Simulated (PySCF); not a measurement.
## EPR parameters of C8H11

Compound: C8H11 (doublet state).
Z-matrix (Å and degrees, GFN2-xTB geometry), rows numbered from 1:
```
C 
C   1  1.4812
C   2  1.4996  1  102.64
C   3  1.3232  2  111.89  1     0.20
C   1  1.4851  2  111.21  3    -0.89
C   5  1.5261  1  113.08  2  -119.44
C   6  1.4977  5  120.02  1   -86.68
C   6  1.4986  5  119.95  1  -157.23
H   1  1.0720  2  124.51  3  -174.89
H   2  1.0996  1  113.06  3   120.41
H   2  1.0995  1  112.57  3  -119.97
H   3  1.0767  2  121.64  1  -179.73
H   4  1.0762  3  126.59  2   179.65
H   5  1.1021  1  112.00  2   119.67
H   6  1.0835  5  112.89  1    58.00
H   7  1.0794  6  118.54  8  -108.28
H   7  1.0797  6  118.08  8   107.93
H   8  1.0795  6  118.70  7   108.31
H   8  1.0797  6  118.02  7  -107.81
```

The hyperfine couplings belong to this conformer and change with its torsions.

Identity: `[CH]1CC=C[C@@H]1C1CC1` [radical].

The calculation used UKS B3LYP, pcH-1 on C H, non-relativistic, mean-field spin-orbit, GIAO in PySCF 2.14.0. Isolated species at its GFN2-xTB geometry (one conformer only). A GFN2-xTB geometry isn't a minimum of the functional, and hyperfine couplings can be far from their values at a DFT geometry. No stability test was run, so a lower SCF solution isn't excluded.

```json
{
  "g1, g2, g3": "2.00217, 2.00273, 2.00290",
  "g_iso": "2.00260",
  "Form of g": "rhombic: the two nearest values differ by 24 % of g3 − g1",
  "⟨S²⟩": "0.7540 (exact 0.7500)",
  "HOMO–LUMO gap, α and β orbitals": "5.48, 5.56 eV",
  "Total energy": "-311.38788 Eh"
}
```

Isotropic coupling and dipolar principal values T1 to T3, in 10⁻⁴ cm⁻¹; ρ(0) is the spin density at the nucleus (1 × 10⁻⁴ cm⁻¹ = 2.998 MHz):

```tsv
atom	isotope	a_iso	T1	T2	T3	Mulliken spin population	ρ(0) (bohr⁻³)
C1	13C	30.5	-27.0	-27.0	54.0	1.03	0.0813
C2	13C	-11.5	-0.7	0.1	0.6	-0.09	-0.0306
C3	13C	0.1	-0.4	-0.3	0.7	0.00	0.0004
C4	13C	0.1	-0.5	-0.3	0.8	0.00	0.0004
C5	13C	-10.8	-0.6	-0.1	0.7	-0.08	-0.0289
C6	13C	23.9	-1.4	-1.3	2.7	0.03	0.0637
C7	13C	-0.3	-0.1	-0.1	0.3	0.00	-0.0007
C8	13C	0.7	-0.5	-0.4	0.9	0.01	0.0020
H9	1H	-20.9	-12.9	-0.1	13.0	-0.04	-0.0140
H10	1H	36.1	-1.6	-1.2	2.9	0.04	0.0242
H11	1H	38.7	-1.7	-1.3	3.0	0.05	0.0260
H12	1H	-0.5	-0.6	-0.5	1.1	0.00	-0.0004
H13	1H	-0.5	-0.6	-0.5	1.1	0.00	-0.0003
H14	1H	35.0	-1.7	-1.3	3.1	0.05	0.0235
H15	1H	-1.1	-1.6	-0.7	2.3	0.00	-0.0007
H16	1H	0.1	-0.4	-0.3	0.7	0.00	0.0000
H17	1H	0.7	-0.6	-0.5	1.1	0.00	0.0004
H18	1H	0.0	-0.5	-0.2	0.7	0.00	0.0000
H19	1H	-0.3	-0.6	-0.2	0.7	0.00	-0.0002
```

The Mulliken spin populations are largest on C1 (+1.03), C2 (-0.09) and C5 (-0.08). No atom but C1 exceeds +0.15. The angles at C1 add up to 359.7°, so it is planar; its axial dipolar tensor and the negative coupling of its proton fit spin in a p orbital normal to that plane.

Axes: g3 points within 15° of the C1–H9 bond.

Under fast tumbling the dipolar parts average out, and these isotropic splittings remain (the largest six): 1 × 1H (H11, I = 1/2, 2 lines) with 4.14 mT, 1 × 1H (H10, I = 1/2, 2 lines) with 3.86 mT, 1 × 1H (H14, I = 1/2, 2 lines) with 3.74 mT, 1 × 1H (H9, I = 1/2, 2 lines) with 2.24 mT, 1 × 1H (H15, I = 1/2, 2 lines) with 0.11 mT and 1 × 1H (H17, I = 1/2, 2 lines) with 0.07 mT.

The 13C coupling of C1 (91.4 MHz) shows only in satellite lines or after enrichment, since that isotope makes up about 1.07 % of natural carbon.

Hardware: an AMD EPYC with one thread, no GPU, shared host. Cost: 1.9 min (grids of density and orbitals included), 0.97 GiB resident at most.
